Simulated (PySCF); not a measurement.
cyclohexanone (C6H10O), singlet, at a GFN2-xTB geometry; DF-CAMB3LYP/6-311++G** in PySCF.

PySCF was given this input:
```python
from pyscf import gto, scf, dft

mol = gto.Mole()
mol.atom = '''
    O     2.25319886    0.38747361   -0.15059007
    C     1.11141593    0.21481818    0.19248471
    C     0.10583456    1.33600325    0.31546258
    C    -1.14762441    1.02516163   -0.50667753
    C    -1.74025140   -0.31820921   -0.09700492
    C    -0.71145930   -1.42655699   -0.28893100
    C     0.54707611   -1.14425040    0.53574342
    H    -0.16716421    1.43383899    1.36918106
    H     0.56339300    2.27052471   -0.01264100
    H    -1.88087258    1.82167185   -0.36534325
    H    -0.88337911    0.99815491   -1.56614608
    H    -2.62673309   -0.52931101   -0.69820774
    H    -2.04747157   -0.27979996    0.95085283
    H    -1.13173332   -2.38929918    0.00864923
    H    -0.44034152   -1.49219443   -1.34496861
    H     1.30660714   -1.90714075    0.35839349
    H     0.29215540   -1.14803285    1.59848700
'''
mol.basis = '6-311++g**'
mol.verbose = 4
mol.build()

mf = dft.RKS(mol)
mf.xc = 'camb3lyp'
mf = mf.density_fit(auxbasis='def2-universal-jkfit')
mf.kernel()
mf.analyze()
```

It wrote (shortened):

```
PySCF version 2.14.0

[INPUT] verbose = 4
[INPUT] num. atoms = 17
[INPUT] num. electrons = 54
[INPUT] charge = 0
[INPUT] spin (= nelec alpha-beta = 2S) = 0
[INPUT] symmetry False subgroup None
[INPUT] Mole.unit = angstrom
[INPUT] Symbol           X                Y                Z      unit          X                Y                Z       unit  Magmom
[...]
nuclear repulsion = 311.797997833886
number of shells = 120
number of NR pGTOs = 335
number of NR cGTOs = 224
basis = 6-311++g**
ecp = {}

******** <class 'pyscf.df.df_jk.DFRKS'> ********
method = DFRKS
initial guess = minao
damping factor = 0
level_shift factor = 0
DIIS = <class 'pyscf.scf.diis.CDIIS'>
diis_start_cycle = 1
diis_space = 8
diis_damp = 0
SCF conv_tol = 1e-09
SCF conv_tol_grad = None
SCF max_cycles = 50
direct_scf = False
XC library pyscf.dft.libxc version 7.1.2
    S. Lehtola, C. Steigemann, M. J. T. Oliveira, and M. A. L. Marques,  SoftwareX 7, 1–5 (2018)
XC functionals = camb3lyp
    T. Yanai, D. P. Tew, and N. C. Handy,  Chem. Phys. Lett. 393, 51 (2004)
radial grids:
    Treutler-Ahlrichs [JCP 102, 346 (1995); DOI:10.1063/1.469408] (M4) radial grids

becke partition: Becke, JCP 88, 2547 (1988); DOI:10.1063/1.454033
pruning grids: <function nwchem_prune>
grids dens level: 3
symmetrized grids: False
atomic radii adjust function: <function treutler_atomic_radii_adjust>
small_rho_cutoff = 0
Set gradient conv threshold to 3.16228e-05
Initial guess from minao.
tot grids = 196872
******** <class 'pyscf.df.df.DF'> ********
auxbasis = def2-universal-jkfit
Create RSH-DF object <pyscf.df.df.DF object> for omega=0.33
******** <class 'pyscf.df.df.DF'> ********
auxbasis = auxmol.basis = def2-universal-jkfit
init E= -310.879488554274
[...]
cycle= 1 E= -309.670629159417  delta_E= 1.21  |g|= 0.838  |ddm|= 4.31
[...]
cycle= 2 E= -309.445744172669  delta_E= 0.225  |g|= 1.43  |ddm|= 3.75
[...]
cycle= 3 E= -309.810508326158  delta_E= -0.365  |g|= 0.102  |ddm|= 2.81
[...]
cycle= 4 E= -309.812475843438  delta_E= -0.00197  |g|= 0.055  |ddm|= 0.219
[...]
cycle= 5 E= -309.813187029222  delta_E= -0.000711  |g|= 0.00676  |ddm|= 0.0938
[...]
cycle= 6 E= -309.813199162888  delta_E= -1.21e-05  |g|= 0.00242  |ddm|= 0.0232
[...]
cycle= 7 E= -309.813200673978  delta_E= -1.51e-06  |g|= 0.000919  |ddm|= 0.00707
[...]
cycle= 8 E= -309.81320091721  delta_E= -2.43e-07  |g|= 0.000169  |ddm|= 0.00299
[...]
cycle= 9 E= -309.813200925832  delta_E= -8.62e-09  |g|= 4.1e-05  |ddm|= 0.000666
[...]
cycle= 10 E= -309.813200926265  delta_E= -4.34e-10  |g|= 1.15e-05  |ddm|= 0.000126
[...]
Extra cycle  E= -309.813200926265  delta_E= 2.27e-13  |g|= 1.22e-05  |ddm|= 3.31e-05
converged SCF energy = -309.813200926265
**** SCF Summaries ****
Total Energy =                        -309.813200926265154
Nuclear Repulsion Energy =             311.797997833886029
One-electron Energy =                -1036.214911299448659
Two-electron Energy =                  414.603712539297476
Two-electron Coulomb Energy =          459.447982168336694
DFT Exchange-Correlation Energy =      -44.844269629039204
HOMO-LUMO gap [eV] =                     8.578972735499635
**** MO energy ****
[...]
 ** Mulliken pop on meta-lowdin orthogonal AOs  **
 ** Mulliken pop  **
 ** Mulliken atomic charges  **
charge of    0O =     -0.42563
charge of    1C =      0.38824
charge of    2C =     -0.24203
charge of    3C =     -0.18542
charge of    4C =     -0.18991
charge of    5C =     -0.18540
charge of    6C =     -0.24204
charge of    7H =      0.11466
charge of    8H =      0.12029
charge of    9H =      0.10628
charge of   10H =      0.10079
charge of   11H =      0.10458
charge of   12H =      0.09356
charge of   13H =      0.10628
charge of   14H =      0.10079
charge of   15H =      0.12030
charge of   16H =      0.11466
Dipole moment(X, Y, Z, Debye): -3.38304, -0.53622,  0.73878
```
